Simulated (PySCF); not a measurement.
I3Si, SMILES I[Si](I)I (connectivity only; charge and spin as stated), charge +1, multiplicity 1.

The structure is a stationary point at PBE-D3(BJ)/def2-SVP. The spin state was assumed, not searched. The isomer is the one that the SMILES or the coordinates give; other isomers of the formula were not compared. The def2 effective core potentials stand for the cores of I; spin–orbit coupling is left out.

All values below come from PBE-D3(BJ)/def2-SVP (PySCF).

Frequencies are harmonic and unscaled.

Modes within 1.5 cm⁻¹ of each other (mostly degenerate sets) share a row, with their intensities summed.

Q: List the normal modes with their intensities. (An estimate is asked for; the answer gives what the named calculation found.)

A: 
```
mode  ν (cm⁻¹)  IR (km/mol)  moving atoms (share of kinetic energy)
----  --------  -----------  --------------------------------------
1–2         77          0.9                                  I 95 %
3          151          0.7                                 Si 93 %
4          181          0.0                                 I 100 %
5–6        484        225.3                         Si 88 %, I 12 %
```
